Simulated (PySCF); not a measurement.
Species: C6H11GeN.
Atom-mapped SMILES: `[CH3:1]/[N:2]=[CH:3]\[C:4]1=[CH:5][CH2:6][GeH2:7][CH2:8]1` (hydrogens: H9, H10, H11 on C1; H12 on C3; H13 on C5; H14, H15 on C6; H16, H17 on Ge7; H18, H19 on C8)

Level of theory: PBE0-D3(BJ)/def2-SVP geometry optimisation, gas phase (PySCF).

Question: What internal coordinates does the optimisation give?

Answer: 
```csv
bond,length (Å),order
C1–N2,1.435,single
N2=C3,1.271,double
C3–C4,1.481,single
C4=C5,1.350,double
C5–C6,1.500,single
C6–Ge7,1.972,single
Ge7–C8,1.969,single
C4–C8,1.513,single
"C1–H9, C1–H10, C1–H11",1.104,single
C3–H12,1.105,single
C5–H13,1.095,single
"C6–H14, C6–H15",1.103,single
"Ge7–H16, Ge7–H17",1.540,single
"C8–H18, C8–H19",1.103,single
```

Bonds in one row agree within 0.01 Å and their mean is given. Orders are formal, as drawn. A selection of angles:
```csv
angle,degrees
C1–N2–C3,122.3
N2–C3–C4,130.6
C3–C4–C5,123.8
C3–C4–C8,116.8
C5–C4–C8,119.2
C4–C5–C6,121.2
C5–C6–Ge7,102.9
C6–Ge7–C8,93.3
C4–C8–Ge7,103.4
```

Dihedral angles: C1–N2–C3–C4 -1° (synperiplanar); N2–C3–C4–C5 -45° (synclinal); C3–C4–C5–C6 -177° (antiperiplanar); C4–C5–C6–Ge7 -1° (synperiplanar); C5–C6–Ge7–C8 1° (synperiplanar); C6–Ge7–C8–C4 -2° (synperiplanar); C3–C4–C8–Ge7 178° (antiperiplanar). The mirror-image conformer, all signs reversed, is as good.

The 5-membered ring C4–C5–C6–Ge7–C8 has internal angles of 93.3° to 121.2°; it is planar, 0.01 Å rms from its mean plane, widest ring torsion 2°. Of the pairs four or more bonds apart, C5···H11 is among the closest relative to their van der Waals radii: 2.63 Å, 91 % of the sum of Bondi's values. Ge7 (germanium bonded to 2 C and 2 H) has angles from 93.3° to 113.6°. The C–C distances run from 1.350 Å (C4=C5, drawn double) to 1.513 Å (C4–C8, drawn single), a spread of 0.163 Å. The C–N distances run from 1.271 Å (N2=C3, drawn double) to 1.435 Å (C1–N2, drawn single), a spread of 0.164 Å.

Point group: C1 (no symmetry element, even within 0.4 Å). Whether it is a minimum is left open (no frequencies). The numbers are those of one conformer.
